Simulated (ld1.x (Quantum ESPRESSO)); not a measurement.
# sulfur (S): one change to a TM potential, before and after

S (Z = 16), norm-conserving Troullier–Martins (Kleinman–Bylander form), made with ld1.x (Quantum ESPRESSO) 7.5 (LDA (PZ), non-relativistic). Core [Ne], reference 3s2 3p4. Waves: 3s (bound): rc 1.05 bohr; 3p (bound): rc 1.50 bohr; 3d channel at 0.25 Ry: rc 1.35 bohr. Local part: the d channel. Core correction: a·sin(br)/r model core, default radius (core density twice the valence density).

All-electron outer shells of the reference configuration (LDA (PZ), non-relativistic, ld1.x):

```json
{"shell": "2p", "level (eV)": "-156.50", "outermost node (bohr)": "–", "outermost maximum (bohr)": "0.33"}
{"shell": "3s", "level (eV)": "-17.17", "outermost node (bohr)": "0.60", "outermost maximum (bohr)": "1.40"}
{"shell": "3p", "level (eV)": "-7.12", "outermost node (bohr)": "0.58", "outermost maximum (bohr)": "1.59"}
```

Change: scalar-relativistic.

Cutoffs: the cutoffs (Ry, on a coarse ladder) from which the occupation-weighted sum of valence levels, in a spherical-Bessel basis at the reference potential, stays within 10 and 1 mRy of its value at 400 Ry; they do not see the model core or the augmentation charge, which bear on the density cutoff. Errors are all-electron minus pseudo energies relative to the spin-unpolarised reference configuration.

Question: What does the change do?

Answer: The potential gets neither clearly harder nor softer (70 Ry and 200 Ry → 70 Ry and 200 Ry); the errors of the 9 common tests hardly move; neither file shows a bound ghost.

```tsv
quantity	base	changed
cutoff, loose	70 Ry	70 Ry
cutoff, tight	200 Ry	200 Ry
bound ghosts	none	none
error for 3s2 3p3, meV [ΔE 11.88 → 11.86 eV]	+8.3	+7.2
error for 3s2 3p2, meV [ΔE 34.26 → 34.24 eV]	+57	+53
error for 3s2 3p1, meV [ΔE 68.43 → 68.39 eV]	+203	+191
error for 3s2 3p0, meV [ΔE 115.41 → 115.38 eV]	+551	+521
error for 3s1 3p4, meV [ΔE 22.53 → 22.66 eV]	+11	+9.5
error for 3s2 3p4.3, meV [ΔE -1.74 eV]	+0.3	+0.5
error for 3s1 3p5, meV [ΔE 10.11 → 10.24 eV]	-1.5	-1.6
error for 3s2 3p4 (spin-polarised), meV [ΔE -0.71 eV]	+12	+12
error for 3s2 3p3 (spin-polarised), meV [ΔE 9.91 → 9.90 eV]	+44	+42
s: phases at 1.64 bohr within 0.05 rad from the reference energy up to (Ry; the scan ends near 5)	-0.0	0.0
p: phases at 1.64 bohr within 0.05 rad from the reference energy up to (Ry; the scan ends near 5)	4.6	4.7
d: phases at 1.64 bohr within 0.05 rad from the reference energy up to (Ry; the scan ends near 5)	to the end of the scan	to the end of the scan
```
